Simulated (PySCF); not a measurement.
Vertical excitation energies

Species: C6H7NO.
InChI=1S/C6H7NO/c7-5-1-3-6(8)4-2-5/h1-4,8H,7H2

Level of theory: PySCF 2.14.0, density-fitted response routines, TDDFT PBE0/def2-SVPD, vertical, gas phase, core orbitals frozen in the response. One conformer (not necessarily the lowest) at the PBE0-D3(BJ)/def2-SVP geometry, without solvent, vibrations or thermal averaging. Torsions of this conformer, `[NH2:1][c:2]1[cH:3][cH:4][c:5]([OH:6])[cH:7][cH:8]1`: H–N1–C2–C3 -157°, H–N1–C2–C3 -25°, H–O6–C5–C4 180°.

```
state  E (eV)  λ (nm)       f  main configurations (H = HOMO, L = LUMO)
   S1    4.39   282.5   0.052                                 H→L (94%)
   S2    5.16   240.1  0.0011                               H→L+2 (93%)
   S3    5.20   238.6   0.027                  H→L+3 (52%), H→L+1 (41%)
   S4    5.53   224.1   0.150     H→L+1 (47%), H→L+3 (40%), H-1→L (11%)
   S5    5.98   207.4  0.0001                               H→L+4 (98%)
   S6    6.07   204.1  0.0014                               H→L+5 (98%)
   S7    6.71   184.8   0.057      H→L+6 (70%), H→L+7 (12%), H-1→L (9%)
   S8    6.73   184.1   0.469                               H-1→L (70%)
   S9    6.82   181.8   0.100    H-2→L (40%), H-1→L+1 (36%), H→L+7 (8%)
  S10    6.91   179.5  0.0045                             H-1→L+2 (87%)
```

Triplets (Tamm–Dancoff): T1 3.39 eV, H→L (98%); T2 3.75 eV, H→L+1 (74%), H-1→L (16%); T3 4.54 eV, H-1→L (82%), H→L+1 (16%); T4 5.09 eV, H→L+2 (93%).

The lowest singlet lies at 4.39 eV (283 nm, ultraviolet) and is of moderate strength; its leading configuration is HOMO→LUMO (94%). The strongest level in the table is S8 at 6.73 eV (184 nm, f = 0.469). Löwdin shares by element: HOMO carbon 28% or more, nitrogen 21%, oxygen 12% (atoms not listed hold the other 38%); LUMO carbon 73% or more (atoms not listed hold the other 27%). The listed states span 2.52 eV, and the widest gap between neighbours is 0.78 eV (S1 to S2). Weighted by f, the mean energy of these states is 6.34 eV. The oscillator strengths of these states sum to 0.861; summed over the whole spectrum of an exact calculation they would give the number of electrons, 58 (Thomas–Reiche–Kuhn). All these states lie below the vertical ionisation energy of 7.37 eV (ΔSCF). Only the lowest 10 singlets were computed, as vertical energies without vibronic structure.

Time: 72 s. Hardware: an Arm Neoverse V1 with one thread, no GPU, on a shared host.
